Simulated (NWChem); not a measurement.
System: CH$_{6}$BClOSi; SMILES COB([SiH3])Cl

Excerpt of the output:

```
             Northwest Computational Chemistry Package (NWChem) 7.3.0
             --------------------------------------------------------

 C1  symmetry detected

                             Geometry "geometry" -> ""
                             -------------------------

 Output coordinates in angstroms (scale by  1.889725989 to convert to a.u.)

  No.       Tag          Charge          X              Y              Z
 ---- ---------------- ---------- -------------- -------------- --------------
    1 B                    5.0000    -0.16016000     0.19717858    -0.00144578
    2 Cl                  17.0000    -0.17605100     1.97621803     0.00026499
    3 O                    8.0000    -1.37294873    -0.39635825    -0.00111468
    4 C                    6.0000    -1.57947241    -1.80146290     0.00080033
    5 H                    1.0000    -0.62583323    -2.37191040     0.00866304
    6 H                    1.0000    -2.17018999    -2.07667876     0.89758819
    7 H                    1.0000    -2.15820259    -2.08155768    -0.90232012
    8 Si                  14.0000     1.63499875    -0.77940691    -0.00014323
    9 H                    1.0000     2.78385741     0.18825538    -0.02584180
   10 H                    1.0000     1.75894028    -1.69634799    -1.19372941
   11 H                    1.0000     1.77553684    -1.65201980     1.22448476

 Effective nuclear repulsion energy (a.u.)     257.2132103476

  pbe96 is a nonlocal functional; adding pw91lda local functional.

                                 NWChem DFT Module
                                 -----------------

 Summary of "ao basis" -> "ao basis" (spherical)
 ------------------------------------------------------------------------------
       Tag                 Description            Shells   Functions and Types
 ---------------- ------------------------------  ------  ---------------------
 B                          6-31+g*                  8       18   4s3p1d
 Cl                         6-31+g*                 10       22   5s4p1d
 O                          6-31+g*                  8       18   4s3p1d
 C                          6-31+g*                  8       18   4s3p1d
 H                          6-31+g*                  2        2   2s
 Si                         6-31+g*                 10       22   5s4p1d

            General Information
            -------------------
          SCF calculation type: DFT
          Wavefunction type:  closed shell.
          No. of atoms     :    11
          No. of electrons :    56
           Alpha electrons :    28
            Beta electrons :    28
          Charge           :     0
          Spin multiplicity:     1
          Use of symmetry is: off; symmetry adaption is: off
          Maximum number of iterations: 150
          AO basis - number of functions:   110
                     number of shells:    56
          Convergence on energy requested:  1.00D-06
          Convergence on density requested:  1.00D-05
          Convergence on gradient requested:  5.00D-04

              XC Information
              --------------
          PerdewBurkeErnzerhof Exchange Functional  1.000
            Perdew 1991 LDA Correlation Functional  1.000 local
           PerdewBurkeErnz. Correlation Functional  1.000 non-local

             Grid Information
             ----------------
          Grid used for XC integration:  medium
          Radial quadrature: Mura-Knowles
          Angular quadrature: Lebedev.
          Tag              B.-S. Rad. Rad. Pts. Rad. Cut. Ang. Pts.
          ---              ---------- --------- --------- ---------
          B                   0.85       49          12.0       434
          Cl                  1.00       88          14.0       590
          O                   0.60       49          12.0       434
          C                   0.70       49          14.0       434
          H                   0.35       45          14.0       434
          Si                  1.10       88          13.0       590
          Grid pruning is: on
          Number of quadrature shells:   593
          Spatial weights used:  Erf1

      Superposition of Atomic Density Guess
      -------------------------------------

 Sum of atomic energies:        -888.20854900

      Non-variational initial energy
      ------------------------------

 Total energy =    -890.193446
 1-e energy   =   -1736.201304
 2-e energy   =     588.794648
 HOMO         =      -0.325557
 LUMO         =       0.006188

     ---------------------------------------------
      Total Density - Mulliken Population Analysis
     ---------------------------------------------

    Atom       Charge   Shell Charges
 -----------   ------   -------------------------------------------------------
    1 B    5     4.45   2.00  0.59  0.97  0.44  0.29  0.06  0.01  0.09
    2 Cl  17    17.26   2.00  2.00  5.98  1.37  3.71  0.57  1.65 -0.05  0.02  0.01
    3 O    8     8.58   2.00  0.93  3.08  0.87  1.76 -0.07 -0.00  0.02
    4 C    6     6.46   2.00  0.69  1.81  0.69  1.03  0.12  0.07  0.05
    5 H    1     0.76   0.47  0.29
    6 H    1     0.76   0.48  0.28
    7 H    1     0.76   0.48  0.28
    8 Si  14    13.82   2.00  2.00  5.97  0.99  1.80  0.36  0.56 -0.02  0.06  0.09
    9 H    1     1.05   0.47  0.58
   10 H    1     1.05   0.46  0.59
   11 H    1     1.05   0.46  0.58

   convergence    iter        energy       DeltaE   RMS-Dens  Diis-err
 ---------------- ----- ----------------- --------- --------- ---------
 d= 0,ls=0.0,diis     1   -890.8950408762 -1.15D+03  1.77D-02  7.58D-01
 d= 0,ls=0.0,diis     2   -890.7243932302  1.71D-01  1.15D-02  2.39D+00
 d= 0,ls=0.0,diis     3   -890.9740228064 -2.50D-01  3.74D-03  1.30D-01
 d= 0,ls=0.0,diis     4   -890.9802816255 -6.26D-03  2.48D-03  5.08D-02
 d= 0,ls=0.0,diis     5   -890.9873273349 -7.05D-03  3.91D-04  9.40D-04
  Resetting Diis
 d= 0,ls=0.0,diis     6   -890.9874560391 -1.29D-04  9.47D-05  1.63D-04
 d= 0,ls=0.0,diis     7   -890.9874763782 -2.03D-05  5.93D-05  5.84D-06
 d= 0,ls=0.0,diis     8   -890.9874748354  1.54D-06  3.32D-05  1.85D-05
 d= 0,ls=0.0,diis     9   -890.9874771882 -2.35D-06  5.73D-06  8.44D-07
 d= 0,ls=0.0,diis    10   -890.9874772676 -7.93D-08  1.92D-06  4.84D-08

         Total DFT energy =     -890.987477267583
      One electron energy =    -1739.918894389817
           Coulomb energy =      660.636947151328
    Exchange-Corr. energy =      -68.918740376654
 Nuclear repulsion energy =      257.213210347560

 Numeric. integr. density =       56.000014386070

                       DFT Final Molecular Orbital Analysis
                       ------------------------------------

 Vector   26  Occ=2.000000D+00  E=-2.881962D-01
              MO Center= -1.8D-01,  9.1D-01, -1.8D-03, r^2= 3.9D+00
   Bfn.  Coefficient  Atom+Function         Bfn.  Coefficient  Atom+Function
  ----- ------------  ---------------      ----- ------------  ---------------
    25      0.546303   2 Cl px               29      0.252506   2 Cl px
    43     -0.232045   3 O  px               21     -0.213011   2 Cl px
    44      0.196183   3 O  py               46      0.190407   3 O  s
    89     -0.164618   8 Si px               26      0.156920   2 Cl py
     3      0.140072   1 B  px               50      0.133547   3 O  s

 Vector   27  Occ=2.000000D+00  E=-2.802831D-01
              MO Center= -8.0D-01,  6.4D-01, -8.2D-04, r^2= 3.8D+00
   Bfn.  Coefficient  Atom+Function         Bfn.  Coefficient  Atom+Function
  ----- ------------  ---------------      ----- ------------  ---------------
    27      0.545156   2 Cl pz               45     -0.398086   3 O  pz
    31      0.276737   2 Cl pz               49     -0.269828   3 O  pz
    23     -0.212361   2 Cl pz               63      0.152433   4 C  pz
    82     -0.127017   7 H  s                80      0.126348   6 H  s
    81     -0.110629   7 H  s                79      0.109948   6 H  s

 Vector   28  Occ=2.000000D+00  E=-2.534648D-01
              MO Center=  2.5D-01,  3.3D-01,  5.3D-05, r^2= 4.1D+00
   Bfn.  Coefficient  Atom+Function         Bfn.  Coefficient  Atom+Function
  ----- ------------  ---------------      ----- ------------  ---------------
    25      0.419822   2 Cl px               89      0.282906   8 Si px
    43      0.241566   3 O  px                3     -0.226855   1 B  px
     6     -0.216443   1 B  s                29      0.215619   2 Cl px
    90     -0.204670   8 Si py               26     -0.198531   2 Cl py
    96      0.194005   8 Si s                92     -0.168560   8 Si s

 Vector   29  Occ=0.000000D+00  E=-7.394747D-02
              MO Center=  1.1D-01,  3.1D-02, -3.4D-03, r^2= 3.4D+00
   Bfn.  Coefficient  Atom+Function         Bfn.  Coefficient  Atom+Function
  ----- ------------  ---------------      ----- ------------  ---------------
     9      0.511325   1 B  pz                5      0.457045   1 B  pz
    95      0.350886   8 Si pz               13      0.342286   1 B  pz
   110     -0.330375  11 H  s               108      0.323334  10 H  s
    45     -0.271259   3 O  pz               27     -0.246279   2 Cl pz
    49     -0.236028   3 O  pz               99     -0.223222   8 Si pz

 Vector   30  Occ=0.000000D+00  E=-2.063900D-02
              MO Center= -2.6D-01, -1.6D+00,  4.4D-03, r^2= 1.2D+01
   Bfn.  Coefficient  Atom+Function         Bfn.  Coefficient  Atom+Function
  ----- ------------  ---------------      ----- ------------  ---------------
    10      1.269147   1 B  s                96      1.173782   8 Si s
    92     -1.021549   8 Si s                68     -0.692408   4 C  s
    11     -0.640061   1 B  px               12     -0.540431   1 B  py
    64     -0.512364   4 C  s                70     -0.490300   4 C  py
   106      0.303780   9 H  s                69     -0.285984   4 C  px

 Vector   31  Occ=0.000000D+00  E=-8.993978D-03
              MO Center=  4.9D-01, -4.3D-01,  9.5D-03, r^2= 1.1D+01
   Bfn.  Coefficient  Atom+Function         Bfn.  Coefficient  Atom+Function
  ----- ------------  ---------------      ----- ------------  ---------------
    10      2.949473   1 B  s                96     -1.425284   8 Si s
    11      1.186208   1 B  px               32     -1.179815   2 Cl s
    98     -0.738026   8 Si py               92     -0.598911   8 Si s
    94      0.536687   8 Si py               12      0.512391   1 B  py
   106     -0.465642   9 H  s                 6      0.415273   1 B  s

     ---------------------------------------------
      Total Density - Mulliken Population Analysis
     ---------------------------------------------

    Atom       Charge   Shell Charges
 -----------   ------   -------------------------------------------------------
    1 B    5     4.88   2.00  0.57  1.42  0.38  0.33  0.10 -0.02  0.09
    2 Cl  17    17.07   2.00  2.00  5.97  1.41  3.65  0.54  1.44 -0.04  0.07  0.02
    3 O    8     8.22   2.00  0.90  2.93  0.90  1.50 -0.07  0.03  0.02
    4 C    6     6.56   2.00  0.67  2.06  0.69  0.88  0.14  0.06  0.06
    5 H    1     0.78   0.52  0.26
    6 H    1     0.77   0.52  0.25
    7 H    1     0.77   0.52  0.25
    8 Si  14    13.86   2.00  2.00  5.96  1.02  2.03  0.34  0.38 -0.06  0.08  0.11
    9 H    1     1.02   0.50  0.53
   10 H    1     1.03   0.49  0.54
   11 H    1     1.03   0.49  0.54

     -------------------------------------------
      Total Density - Lowdin Population Analysis
     -------------------------------------------

    Atom       Charge   Shell Charges
 -----------   ------   -------------------------------------------------------
    1 B    5     5.24   1.98  0.41  1.27  0.29  0.82  0.07  0.17  0.23
    2 Cl  17    16.93   2.00  1.99  5.91  1.11  3.31  0.53  1.70  0.11  0.26  0.02
    3 O    8     8.34   1.99  0.80  2.74  0.55  1.67  0.13  0.41  0.05
    4 C    6     6.29   1.99  0.53  1.85  0.38  1.18  0.08  0.17  0.11
    5 H    1     0.80   0.48  0.32
    6 H    1     0.79   0.48  0.31
    7 H    1     0.79   0.48  0.31
    8 Si  14    13.92   2.00  1.98  5.88  0.68  1.76  0.32  0.84  0.10  0.22  0.14
    9 H    1     0.96   0.47  0.48
   10 H    1     0.96   0.47  0.49
   11 H    1     0.96   0.47  0.49

     Multipole analysis of the density
     ---------------------------------

     L   x y z        total         alpha         beta         nuclear
     -   - - -        -----         -----         ----         -------
     0   0 0 0     -0.000000    -28.000000    -28.000000     56.000000

     1   1 0 0     -0.294176     -0.147088     -0.147088      0.000000
     1   0 1 0     -1.015832     -0.507916     -0.507916     -0.000000
     1   0 0 1     -0.000573     -0.000286     -0.000286      0.000000

     2   2 0 0    -35.162452   -181.643142   -181.643142    328.123833
     2   1 1 0      3.159254     -3.068548     -3.068548      9.296350
     2   1 0 1     -0.004194      0.001019      0.001019     -0.006232
     2   0 2 0    -33.936588   -223.614254   -223.614254    413.291921
     2   0 1 1     -0.002278      0.008060      0.008060     -0.018399
     2   0 0 2    -34.123452    -25.176912    -25.176912     16.230371
```

Level: PBE/6-31+G* (spherical d). Coordinates come from a PBE-D3(BJ)/def2-SVP optimisation.

**Question.** Which NWChem input produces such a log?

**Answer.** This is not unique; one that fits is the input that was run:
```
start job
memory heap 200 mb stack 900 mb global 1100 mb
geometry units angstroms noautoz
  B     -0.152345     0.222386    -0.001784
  Cl    -0.148024     2.001491     0.000095
  O     -1.371798    -0.357335    -0.001065
  C     -1.594270    -1.760003     0.000797
  H     -0.647170    -2.341248     0.008260
  H     -2.187750    -2.028576     0.897775
  H     -2.176473    -2.033419    -0.902138
  Si     1.631604    -0.774530    -0.001225
  H      2.791372     0.180021    -0.027254
  H      1.744687    -1.692706    -1.194940
  H      1.762665    -1.648800     1.223272
end
basis spherical
  * library 6-31+g*
end
dft
  xc xpbe96 cpbe96
  iterations 150
  mulliken
end
task dft energy
```
